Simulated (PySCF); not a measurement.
A structure optimised at PBE-D3(BJ)/def2-TZVPD, used in a PySCF frequency run:

```xyz
2

Be     0.0000     0.0000    -0.8951
O      0.0000     0.0000     0.4475
```
Charge 0, spin multiplicity 1.

Question: Write its SMILES, formula and point group.

Answer: [Be]=[O], BeO, C∞v

Question: What are its rotational constants (standard atomic weights)?

Answer: 48.633 GHz (linear rotor, B only)
